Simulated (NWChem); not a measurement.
System: C$_{2}$H$_{3}$Br; SMILES C=CBr

Input file for NWChem:

```
start job
memory heap 200 mb stack 900 mb global 1100 mb
geometry units angstroms noautoz
  C     -0.336569     2.099832     0.000000
  C      0.517756     1.084871     0.000000
  Br    -0.028055    -0.747324     0.000000
  H     -1.412880     1.963338     0.000000
  H      0.044207     3.118129     0.000000
  H      1.596196     1.190304     0.000000
end
basis spherical
  C library aug-cc-pvdz
  Br library aug-cc-pvdz
  H library aug-cc-pvdz
end
dft
  xc m06-2x
  iterations 150
  vectors input atomic output neutral.movecs
end
task dft energy
charge 1
dft
  odft
  mult 2
  vectors input atomic output cation.movecs
end
task dft energy
charge -1
dft
  odft
  mult 2
  vectors input atomic output anion.movecs
end
task dft energy
```

All runs use the structure optimised with B3LYP/6-31G* (spherical d).

Ions are spin-unrestricted doublets at the neutral geometry; other ion states weren't tried.

### Question
Predict the main results of this run. (M06-2X/aug-cc-pVDZ, vertical spin-unrestricted ions.) Quantities: vertical ionisation energy, ΔSCF (eV); −ε(HOMO) (eV).

### Answer
The vertical ionisation energy, ΔSCF (eV) is 9.97 and the −ε(HOMO) (eV) is 8.63.
